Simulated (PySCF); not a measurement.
A GIAO shielding run with PySCF 2.14.0 with density-fitted response routines (density fitting, non-relativistic, gas phase) on SMILES C#CC[C@H]1CCO[SiH2]1, C6H10OSi:

```
$ OMP_NUM_THREADS=1 python probes_run.py task.json out

{"job": {"kind": "nmr", "xc": "PBE0", "basis": "pcSseg-1"}, "charge": 0, "multiplicity": 1}
C      3.403463    -0.054479     0.376164
C      2.400572    -0.453949    -0.140404
C      1.157531    -0.927057    -0.716368
C     -0.044241    -0.480814     0.117496
C     -0.199317     1.043104     0.149832
C     -1.644247     1.333842     0.549231
O     -2.498004     0.400943    -0.078154
Si    -1.778134    -1.002421    -0.500129
H      4.291984     0.289057     0.815180
H      1.186259    -2.019458    -0.767482
H      1.067707    -0.542378    -1.736439
H      0.105497    -0.837019     1.142351
H     -0.025122     1.441052    -0.852687
H      0.501214     1.522335     0.834371
H     -1.769693     1.241086     1.633843
H     -1.961702     2.335054     0.245977
H     -2.343784    -2.113562     0.256829
H     -1.858742    -1.169019    -1.947932
```

Hardware: 1 thread of an Arm Neoverse V1, shared host. The job also computes population analyses, field gradients, ring-centre shieldings.

(1) How large is the calculation?

(2) How long does it take, and how much memory does it need?

## Answers

(1) 68 electrons, 193 basis functions and 1020 auxiliary functions.

(2) 34 s of wall time, with 15 SCF cycles and 5 response iterations; peak memory 0.86 GiB. Times on a shared host scatter by some tens of per cent.
